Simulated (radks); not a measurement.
Question: The germanium ion Ge+, 31 electrons, occupied as [Ar] 3d10 4s2 4p1. All-electron calculation, Dirac Kohn-Sham, BLYP, spin-unpolarised, spherical densities, point nucleus; open shells are shared between the two j in proportion to 2j + 1. Program: a radial shooting solver on a logarithmic mesh with Libxc functionals. Some entries of the table are withheld. Estimate them.

| orbital | occ. | eigenvalue (eV) | r(max) (bohr) |
|---|---|---|---|
| 1s1/2 | 2 | -10969.83 | 0.03072 |
| 2s1/2 | 2 | -1380.475 | 0.1761 |
| 2p1/2 | 2 | (1) | 0.1391 |
| 2p3/2 | 4 | (2) | 0.1421 |
| 3s1/2 | 2 | -177.1229 | 0.5423 |
| 3p1/2 | 2 | (3) | 0.5372 |
| 3p3/2 | 4 | (4) | 0.5457 |
| 3d3/2 | 4 | (5) | 0.5011 |
| 3d5/2 | 6 | (6) | 0.5040 |
| 4s1/2 | 2 | -19.8283 | 1.704 |
| 4p1/2 | 0.333333 | -11.3641 | (7) |
| 4p3/2 | 0.666667 | -11.1184 | (8) |

Answer: 
(1) 2p1/2 eigenvalue (eV): -1229.175
(2) 2p3/2 eigenvalue (eV): -1197.274
(3) 3p1/2 eigenvalue (eV): -127.2670
(4) 3p3/2 eigenvalue (eV): -122.9799
(5) 3d3/2 eigenvalue (eV): -38.5389
(6) 3d5/2 eigenvalue (eV): -37.9524
(7) 4p1/2 r(max) (bohr): 2.057
(8) 4p3/2 r(max) (bohr): 2.091
